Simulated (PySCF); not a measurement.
Y (SMILES [Y]), doublet (typed; the unrestricted solution is spin-contaminated) (core potentials on Y); HF/def2-SV(P) (PySCF).

The PySCF input:
```python
from pyscf import gto, scf

mol = gto.M(
    atom='''
Y     0.000000    0.000000    0.000000
''',
    basis='def2-sv(p)',
    ecp={'Y': 'def2-sv(p)'},
    charge=0,
    spin=1,
    verbose=4,
)

mf = scf.UHF(mol)
mf.diis_space = 12
mf.kernel()
```

The log (banner, timings and long lists left out):

```
PySCF version 2.14.0

[INPUT] verbose = 4
[INPUT] num. atoms = 1
[INPUT] num. electrons = 11
[INPUT] charge = 0
[INPUT] spin (= nelec alpha-beta = 2S) = 1
[INPUT] symmetry False subgroup None
[INPUT] Mole.unit = angstrom
[INPUT] Symbol           X                Y                Z      unit          X                Y                Z       unit  Magmom
[INPUT]  1 Y      0.000000000000   0.000000000000   0.000000000000 AA    0.000000000000   0.000000000000   0.000000000000 Bohr   0.0

nuclear repulsion = 0
number of shells = 10
number of NR pGTOs = 50
number of NR cGTOs = 24
basis = def2-sv(p)
ecp = {'Y': 'def2-sv(p)'}

******** <class 'pyscf.scf.uhf.UHF'> ********
method = UHF
initial guess = minao
damping factor = 0
level_shift factor = 0
DIIS = <class 'pyscf.scf.diis.CDIIS'>
diis_start_cycle = 1
diis_space = 12
diis_damp = 0
SCF conv_tol = 1e-09
SCF conv_tol_grad = None
SCF max_cycles = 50
direct_scf = True
direct_scf_tol = 1e-13
number electrons alpha = 6  beta = 5
Set gradient conv threshold to 3.16228e-05
init E= -32.3303084722211

cycle= 1 E= -37.746755096197  delta_E= -5.42  |g|= 0.37  |ddm|= 2.59
cycle= 2 E= -37.8055565381022  delta_E= -0.0588  |g|= 0.042  |ddm|=  1.4
cycle= 3 E= -37.8072039997439  delta_E= -0.00165  |g|= 0.00954  |ddm|= 0.207
cycle= 4 E= -37.807643957601  delta_E= -0.00044  |g|= 0.00639  |ddm|= 0.0875
cycle= 5 E= -37.8080167776995  delta_E= -0.000373  |g|= 0.00459  |ddm|= 0.0626
cycle= 6 E= -37.8083680848425  delta_E= -0.000351  |g|= 0.00289  |ddm|= 0.0642
cycle= 7 E= -37.8085486021407  delta_E= -0.000181  |g|= 0.00135  |ddm|= 0.0634
cycle= 8 E= -37.8085807339709  delta_E= -3.21e-05  |g|= 0.000496  |ddm|= 0.0341
cycle= 9 E= -37.8085833815668  delta_E= -2.65e-06  |g|= 0.000419  |ddm|= 0.0053
cycle= 10 E= -37.8085851797809  delta_E= -1.8e-06  |g|= 0.000371  |ddm|= 0.00353
cycle= 11 E= -37.8085878739961  delta_E= -2.69e-06  |g|= 0.000339  |ddm|= 0.00485
cycle= 12 E= -37.8085971189645  delta_E= -9.24e-06  |g|= 0.000167  |ddm|= 0.0234
cycle= 13 E= -37.8085993889769  delta_E= -2.27e-06  |g|= 3.57e-05  |ddm|= 0.0172
cycle= 14 E= -37.8085994081014  delta_E= -1.91e-08  |g|= 1.47e-05  |ddm|= 0.00136
cycle= 15 E= -37.8085994092756  delta_E= -1.17e-09  |g|= 6.65e-06  |ddm|= 0.00024
cycle= 16 E= -37.8085994095921  delta_E= -3.17e-10  |g|= 2.09e-06  |ddm|= 7.56e-05
Extra cycle  E= -37.8085994096059  delta_E= -1.38e-11  |g|= 1.19e-06  |ddm|= 7.6e-06
converged SCF energy = -37.8085994096059  <S^2> = 0.85024257  2S+1 = 2.097849
```
